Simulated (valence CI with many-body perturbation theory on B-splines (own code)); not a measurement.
## E1 line list for Er⁶²⁺

Computed by configuration interaction combined with many-body perturbation theory (CI+MBPT): four valence electrons over a frozen Dirac-Fock core [He], a basis of 11 s, 11 p, 10 d, 8 f, 5 g, 2 h functions for each j, with the one-electron correlation potential Σ1, the two-electron term Σ2, the three-electron term Σ3, Breit, model QED; selected CI, second order for the rest, scaled by the run's own slope (own B-spline code, finite nucleus).

No measured spectrum was set against this ion. As an estimate, large intervals hold to a few tenths of a per cent, small ones and those within an open d or f shell to about a per cent. Among the levels kept, up to 920 cm⁻¹ of a level comes from second order outside the variational space, and about a tenth of that is noise between levels of different J, which matters for small intervals.

Lines 51 to 100 of 543 in falling wavelength, among levels below 847.73 Ry, chosen from the strongest by gf and those to the six lowest levels. Wavelengths and rates use the calculated energies. Electric multipoles are in the length gauge, E1 and E2 with the static RPA response of the core. Weak lines are less certain than strong ones. Lines between different terms over intervals too small for the method are left out, as are lines whose strength nearly cancels. The highest levels of a list are the least certain.

Levels are named by their leading jj configuration (3d3/2^4 stands for four electrons in 3d with j = 3/2), which in mixed levels can hold well under half, so a name can repeat and another be missing. Letters in brackets count levels of one name in rising energy.

| λ vac (nm) | Upper | Lower | A (s⁻¹) | S (a.u.) |
| --- | --- | --- | --- | --- |
| 3.509 | (2p1/2 2p3/2^2 3p3/2) J=3 [b] | (2p1/2 2p3/2^2 3s) J=2 [b] | 2.11e+11 | 3.15e-02 |
| 3.506 | (2s^2 2p3/2 3d3/2) J=2 | (2s^2 2p3/2 3p1/2) J=2 | 1.81e+11 | 1.92e-02 |
| 3.501 | (2s 2p1/2^2 3p3/2) J=1 | (2s 2p1/2^2 3s) J=0 | 3.73e+11 | 2.37e-02 |
| 3.489 | (2s 2p1/2 2p3/2 3d3/2) J=1 [b] | (2s 2p1/2 2p3/2 3p1/2) J=2 [b] | 3.95e+11 | 2.49e-02 |
| 3.488 | (2s 2p1/2 2p3/2 3d3/2) J=2 [a] | (2s 2p1/2 2p3/2 3p1/2) J=2 [a] | 1.74e+11 | 1.82e-02 |
| 3.487 | (2p1/2 2p3/2^2 3p3/2) J=2 [a] | (2p1/2 2p3/2^2 3s) J=1 [a] | 2.25e+11 | 2.35e-02 |
| 3.485 | (2s^2 2p3/2 3d3/2) J=2 | (2s^2 2p3/2 3p1/2) J=1 | 1.91e+11 | 1.99e-02 |
| 3.482 | (2s 2p1/2 2p3/2 3p3/2) J=1 [a] | (2s 2p1/2 2p3/2 3s) J=1 [a] | 3.37e+11 | 2.10e-02 |
| 3.482 | (2s 2p3/2^2 3d3/2) J=3 [a] | (2s 2p3/2^2 3p1/2) J=3 | 2.33e+11 | 3.40e-02 |
| 3.480 | (2s 2p1/2^2 3d3/2) J=1 | (2s 2p1/2^2 3p1/2) J=0 | 2.57e+11 | 1.61e-02 |
| 3.466 | (2s 2p3/2^2 3d3/2) J=2 [a] | (2s 2p3/2^2 3p1/2) J=2 [a] | 3.35e+11 | 3.44e-02 |
| 3.463 | (2p1/2 2p3/2^2 3d3/2) J=2 [a] | (2p1/2 2p3/2^2 3p1/2) J=2 [a] | 1.76e+11 | 1.80e-02 |
| 3.460 | (2p1/2^2 2p3/2 3d3/2) J=3 | (2s 2p1/2 2p3/2 3d3/2) J=2 [a] | 1.74e+11 | 2.50e-02 |
| 3.457 | (2s 2p3/2^2 3p3/2) J=1 [a] | (2s 2p3/2^2 3s) J=2 [a] | 5.96e+11 | 3.64e-02 |
| 3.457 | (2s 2p3/2^2 3d3/2) J=2 [c] | (2s 2p3/2^2 3p1/2) J=2 [b] | 1.72e+11 | 1.75e-02 |
| 3.455 | (2s 2p3/2^2 3d3/2) J=3 [a] | (2s 2p3/2^2 3p1/2) J=2 [a] | 1.66e+11 | 2.36e-02 |
| 3.455 | (2s 2p3/2^2 3d3/2) J=4 | (2s 2p3/2^2 3p1/2) J=3 | 3.80e+11 | 6.96e-02 |
| 3.454 | (2s 2p3/2^2 3p3/2) J=3 [b] | (2s 2p3/2^2 3s) J=2 [b] | 6.04e+11 | 8.59e-02 |
| 3.441 | (2s^2 2p3/2 3p3/2) J=1 | (2s^2 2p3/2 3s) J=1 | 4.77e+11 | 2.88e-02 |
| 3.437 | (2s 2p3/2^2 3d3/2) J=2 [c] | (2s 2p3/2^2 3p1/2) J=1 [a] | 1.87e+11 | 1.87e-02 |
| 3.436 | (2s 2p1/2 2p3/2 3d3/2) J=3 [c] | (2s 2p1/2 2p3/2 3p1/2) J=2 [c] | 3.71e+11 | 5.20e-02 |
| 3.434 | (2s 2p3/2^2 3d3/2) J=1 [a] | (2s 2p3/2^2 3p1/2) J=2 [a] | 4.41e+11 | 2.64e-02 |
| 3.434 | (2s 2p1/2 2p3/2 3d3/2) J=2 [c] | (2s 2p1/2 2p3/2 3p1/2) J=1 [b] | 1.79e+11 | 1.79e-02 |
| 3.432 | (2s^2 2p3/2 3d3/2) J=3 | (2s^2 2p3/2 3p1/2) J=2 | 3.90e+11 | 5.45e-02 |
| 3.431 | (2p1/2 2p3/2^2 3p3/2) J=3 [a] | (2p1/2 2p3/2^2 3s) J=2 [a] | 5.78e+11 | 8.06e-02 |
| 3.430 | (2s 2p1/2 2p3/2 3d3/2) J=3 [a] | (2s 2p1/2 2p3/2 3p1/2) J=2 [a] | 3.50e+11 | 4.87e-02 |
| 3.428 | (2p1/2 2p3/2^2 3d3/2) J=4 | (2p1/2 2p3/2^2 3p1/2) J=3 | 3.66e+11 | 6.55e-02 |
| 3.423 | (2s 2p3/2^2 3d3/2) J=3 [b] | (2s 2p3/2^2 3p1/2) J=2 [b] | 3.07e+11 | 4.26e-02 |
| 3.421 | (2s 2p1/2 2p3/2 3d3/2) J=4 | (2s 2p1/2 2p3/2 3p1/2) J=3 | 3.63e+11 | 6.45e-02 |
| 3.421 | (2s^2 2p1/2 3d3/2) J=2 | (2s^2 2p1/2 3p1/2) J=1 | 3.87e+11 | 3.82e-02 |
| 3.419 | (2s 2p1/2 2p3/2 3p3/2) J=2 [b] | (2s 2p1/2 2p3/2 3s) J=2 [b] | 3.76e+11 | 3.70e-02 |
| 3.418 | (2p1/2 2p3/2^2 3d3/2) J=2 [c] | (2p1/2 2p3/2^2 3p1/2) J=1 [b] | 3.37e+11 | 3.32e-02 |
| 3.418 | (2s 2p1/2^2 3d3/2) J=2 | (2s 2p1/2^2 3p1/2) J=1 | 3.72e+11 | 3.67e-02 |
| 3.416 | (2s 2p1/2 2p3/2 3p3/2) J=3 [c] | (2s 2p1/2 2p3/2 3s) J=2 [c] | 5.06e+11 | 6.97e-02 |
| 3.406 | (2p1/2 2p3/2^2 3d3/2) J=3 [a] | (2p1/2 2p3/2^2 3p1/2) J=2 [a] | 3.31e+11 | 4.52e-02 |
| 3.403 | (2p1/2 2p3/2^2 3d3/2) J=1 [a] | (2p1/2 2p3/2^2 3p1/2) J=1 [a] | 3.07e+11 | 1.79e-02 |
| 3.403 | (2p1/2 2p3/2^2 3p3/2) J=2 [a] | (2p1/2 2p3/2^2 3s) J=2 [a] | 2.42e+11 | 2.35e-02 |
| 3.402 | (2s 2p1/2 2p3/2 3p3/2) J=2 [c] | (2s 2p1/2 2p3/2 3s) J=1 [c] | 5.13e+11 | 4.98e-02 |
| 3.399 | (2p1/2 2p3/2^2 3p3/2) J=3 [b] | (2p1/2 2p3/2^2 3s) J=3 | 2.52e+11 | 3.42e-02 |
| 3.390 | (2p1/2 2p3/2^2 3p3/2) J=4 | (2p1/2 2p3/2^2 3s) J=3 | 4.77e+11 | 8.25e-02 |
| 3.389 | (2p1/2 2p3/2^2 3d3/2) J=2 [a] | (2p1/2 2p3/2^2 3p1/2) J=1 [a] | 1.74e+11 | 1.67e-02 |
| 3.385 | (2s 2p1/2 2p3/2 3d3/2) J=1 [a] | (2s 2p1/2 2p3/2 3p1/2) J=1 [a] | 3.28e+11 | 1.88e-02 |
| 3.381 | (2s 2p3/2^2 3p3/2) J=4 | (2s 2p3/2^2 3s) J=3 | 6.24e+11 | 1.07e-01 |
| 3.379 | (2p1/2^2 2p3/2 3d3/2) J=3 | (2p1/2^2 2p3/2 3p1/2) J=2 | 1.83e+11 | 2.44e-02 |
| 3.378 | (2s 2p1/2 2p3/2 3p3/2) J=3 [a] | (2s 2p1/2 2p3/2 3s) J=2 [a] | 5.32e+11 | 7.08e-02 |
| 3.377 | (2s^2 2p3/2 3d3/2) J=1 | (2s^2 2p3/2 3p1/2) J=1 | 3.36e+11 | 1.92e-02 |
| 3.374 | (2s^2 2p3/2 3p3/2) J=3 | (2s^2 2p3/2 3s) J=2 | 6.31e+11 | 8.37e-02 |
| 3.373 | (2s 2p3/2^2 3d3/2) J=1 [c] | (2s 2p3/2^2 3p1/2) J=1 [a] | 2.46e+11 | 1.39e-02 |
| 3.366 | (2s 2p1/2 2p3/2 3p3/2) J=2 [a] | (2s 2p1/2 2p3/2 3s) J=1 [a] | 2.73e+11 | 2.57e-02 |
| 3.362 | (2p1/2 2p3/2^2 3p3/2) J=1 [c] | (2p1/2 2p3/2^2 3s) J=0 | 4.09e+11 | 2.30e-02 |
